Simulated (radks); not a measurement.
Spherical jellium clusters: N electrons in a uniform positive sphere of charge N and radius rs N^(1/3), rs = 5.26 bohr. Method: non-relativistic Kohn-Sham, PBEsol, spin-polarised, spherical densities; computed with a radial shooting solver with Libxc functionals. Levels are named by radial order and angular momentum (1s, 1p, 1d, 2s, ...), and open shells are averaged over m.

N = 10, configuration 1s2 1p6 1d(up 2, down 0). This is the lowest configuration that the search found. Occupied levels:

level,occupation,eigenvalue (eV),<r> (bohr)
1s up,1,-3.5020,7.614
1s down,1,-3.4052,7.101
1p up,3,-2.8960,8.796
1p down,3,-2.7066,8.524
1d up,2,-2.0912,9.767

Energy (eV): total -17.2731, kinetic 10.996, external -285.71, Hartree 142.02, exchange-correlation -28.658, background 144.07.
